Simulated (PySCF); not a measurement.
Two species compared at the same levels of theory.

First species: C7H5O (charge +1).
SMILES with atom numbers: `[O+:1]#[C:2][c:3]1[cH:4][cH:5][cH:6][cH:7][cH:8]1` (hydrogens: H9 on C4; H10 on C5; H11 on C6; H12 on C7; H13 on C8)

Second species: C4H4F2.
SMILES with atom numbers: `[CH3:1][C:2]#[C:3][CH:4]([F:5])[F:6]` (hydrogens: H7, H8, H9 on C1; H10 on C4)

Levels: CAM-B3LYP/def2-SVPD for HOMO energy, LUMO energy, HOMO–LUMO gap, static isotropic polarisability and electronic spatial extent ⟨r²⟩ about the centre of nuclear charge; TDDFT CAM-B3LYP/def2-SVPD for lowest singlet excitation; TDA CAM-B3LYP/def2-SVPD for lowest triplet excitation (Tamm–Dancoff); GFN2-xTB for rotational constant A and rotational constant C. Geometries: GFN2-xTB. Each structure is a single optimised conformer of the isolated species, non-relativistic unless stated; the electronic structure was computed with PySCF and density fitting.

Q: Which has the higher LUMO energy?

A: The second: 1.09 eV against -6.98 eV, a difference of 8.07 eV.

Q: Which of the two has the higher rotational constant C, and by how much?

A: The second: 1.510 GHz against 1.201 GHz, a difference of 0.309 GHz.

Q: Which has the higher S1 energy?

A: The second: 6.33 eV against 4.33 eV, a difference of 2.00 eV.

Q: Which has the higher ⟨r²⟩?

A: The first: 895 bohr² against 744 bohr², a difference of 151 bohr².

Q: Which of the two has the higher static isotropic polarisability, and by how much?

A: The first: 77.0 au against 50.0 au, a difference of 27.0 au.

Q: Which of the two has the higher HOMO energy, and by how much?

A: The second: -9.67 eV against -14.23 eV, a difference of 4.56 eV.

Q: Which has the higher T1 energy?

A: The second: 5.30 eV against 3.13 eV, a difference of 2.17 eV.

Q: Which of the two has the higher rotational constant A, and by how much?

A: The second: 9.263 GHz against 5.584 GHz, a difference of 3.679 GHz.

On the first: S1 lies 2.92 eV below the HOMO–LUMO gap; its leading configuration is HOMO→LUMO, weight 0.96. The polarisability is 11.41 Å³ as a volume (1 au = 0.148185 Å³), or 1.43 au for each of the 54 electrons.

On the second: The polarisability is 7.41 Å³ as a volume (1 au = 0.148185 Å³), or 1.09 au for each of the 46 electrons. The 8 singlets span 6.33 to 9.33 eV, and their oscillator strengths add up to 1.25.
